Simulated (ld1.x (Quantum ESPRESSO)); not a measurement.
## oxygen (O), ultrasoft: configuration errors across variants

```json
{
  "Element": "oxygen (O)",
  "Generator": "ld1.x (Quantum ESPRESSO) 7.5",
  "Type": "ultrasoft",
  "Functional": "LDA (PZ)",
  "Relativity": "scalar-relativistic",
  "Frozen core": "[He]",
  "Valence charge": "6",
  "Reference configuration": "2s2 2p4",
  "Partial waves": "2s (bound): rcut 0.60, rcutus 0.75 bohr; 2s channel at -1.35 Ry: rcut 0.60, rcutus 0.75 bohr; 2p (bound): rcut 0.95, rcutus 1.20 bohr; 2p channel at -0.25 Ry: rcut 0.95, rcutus 1.20 bohr; 3d channel at 0.05 Ry: rcut 1.05, rcutus 1.25 bohr",
  "Local potential": "all-electron potential smoothed inside 0.85 bohr (lloc = -1)",
  "Core correction": "a·sin(br)/r model core, default radius (core density twice the valence density)",
  "Augmentation charge": "PSQ, radius 0.45 bohr"
}
```

All-electron excitation energies from the reference (eV): (1) 2s2 2p3 16.584; (2) 2s2 2p2 50.292; (3) 2s2 2p1 104.255; (4) 2s1 2p4 31.422; (5) 2s1 2p5 14.584; (6) 2s2 2p0 181.211; (7) 2s2 2p3.5 6.366; (8) 2s2 2p4 spin -1.409; (9) 2s2 2p3 spin 12.572.

Spin tests fill each open shell by Hund’s rule, majority spin first.

The overlap operator is not positive definite (basis up to 400 Ry) in “local potential all-electron potential smoothed inside 0.52 bohr (lloc = -1)”, “local potential all-electron potential smoothed inside 0.66 bohr (lloc = -1)”. Such files are unfit for use, however small their errors in these radial tests.

Errors AE − PS in meV (a dash: test not solved or not reliable):

| change | (1) | (2) | (3) | (4) | (5) | (6) | (7) | (8) | (9) | bound ghosts |
| --- | --- | --- | --- | --- | --- | --- | --- | --- | --- | --- |
| base | -0.6 | -3.5 | -7.7 | +12 | +14 | +15 | -0.2 | +4.9 | +14 | none |
| local potential all-electron potential smoothed inside 0.52 bohr (lloc = -1) | +0.2 | +3.3 | +10 | +12 | +15 | +19 | -0.2 | +4.9 | +14 | not determined (overlap not positive) |
| local potential all-electron potential smoothed inside 0.66 bohr (lloc = -1) | +0.1 | +2.8 | +9.0 | +12 | +15 | +16 | -0.2 | +4.9 | +14 | not determined (overlap not positive) |
| local potential all-electron potential smoothed inside 0.92 bohr (lloc = -1) | -1.0 | -7.1 | -17 | +12 | +14 | +15 | -0.3 | +4.9 | +13 | none |
| local potential all-electron potential smoothed inside 1.26 bohr (lloc = -1) | -0.6 | -2.8 | -6.2 | +13 | +15 | +15 | -0.3 | +5.0 | +15 | none |
| local potential all-electron potential smoothed inside 1.36 bohr (lloc = -1) | -0.6 | -3.3 | -8.2 | +13 | +15 | +11 | -0.3 | +5.0 | +14 | none |

Q: Give the same row for: local potential all-electron potential smoothed inside 1.00 bohr (lloc = -1).

A: -0.7, -4.9, -12, +12, +15, +17, -0.3, +4.9, +14; bound ghosts: none.
